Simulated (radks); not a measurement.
Valence configurations of the silicon ion Si2+ (all share [Ne]). Calculated with a radial shooting solver on a logarithmic mesh with Libxc functionals: Dirac Kohn-Sham, PBEsol, spin-unpolarised, spherical densities, finite nucleus; open shells fill j = l - 1/2 first; Fermi nuclear charge, rms radius 3.1224 fm. Energies are relative to 3s2; eigenvalues in eV.

valence      E (eV)  e(3p1/2)  e(3s1/2)
3s2           0.000         -   -28.489
3s1.5 3p0.5   3.996   -20.823   -28.826
3s1 3p1       8.002   -21.127   -29.150
3s0.5 3p1.5  12.019   -21.419   -29.462
3p2          16.046   -21.699         -

NIST lists [Ne] 3s2 as the ground configuration; this level of theory agrees among the configurations tried. The energies are those of spherical spin-averaged densities, not of single terms.
